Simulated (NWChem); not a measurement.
# Ionisation of Sn (+1)

```
Sn
```
Charge +1, spin multiplicity 2.

Everything below was run with NWChem.

Basis set: def2-TZVPD. −ε marks an orbital energy of the parent.

Effective core potentials replace the inner electrons of Sn; spin-orbit coupling is left out. B3LYP has NWChem's definition, with VWN1-RPA local correlation. No SCF solution was tested for a lower state. Open-shell Hartree-Fock references start from PBE0 orbitals.

Q: One of these methods gave a first vertical ionisation energy of 11.37 eV. Which?
A. −ε(alpha HOMO) of r2SCAN
B. −ε(alpha HOMO) of HF
C. −ε(alpha HOMO) of PBE
D. −ε(alpha HOMO) of B3LYP

A: D, −ε(alpha HOMO) of B3LYP. The others give 10.95 (−ε(alpha HOMO) of r2SCAN), 10.62 (−ε(alpha HOMO) of PBE), 14.03 (−ε(alpha HOMO) of HF).
